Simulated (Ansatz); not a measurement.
Ansatz results at the PBE0-D4/def2-TZVP geometry: HOMO energy (B3LYP/def2-TZVPP) -7.06 eV; LUMO energy (B3LYP/def2-TZVPP) -1.71 eV; HOMO energy (PBE0/def2-TZVPP) -7.28 eV.

Each molecule was computed in one conformer, which needn't be the lowest.

(1) Which molecule gave them?
A. `C[O][Y]([NH2])[O]C`
B. `[CH3][Y]([OH])[F]`
C. `C[O][Y]([OH])[OH]`
D. `[NH2][Y]([Cl])[Cl]`

Answers

(1) C. The others give `C[O][Y]([NH2])[O]C`: -6.25, -1.64, -6.49; `[NH2][Y]([Cl])[Cl]`: -7.45, -2.57, -7.68; `[CH3][Y]([OH])[F]`: -6.36, -2.18, -6.58.

B3LYP here is the variant with VWN-RPA as its local correlation; programs differ in this.
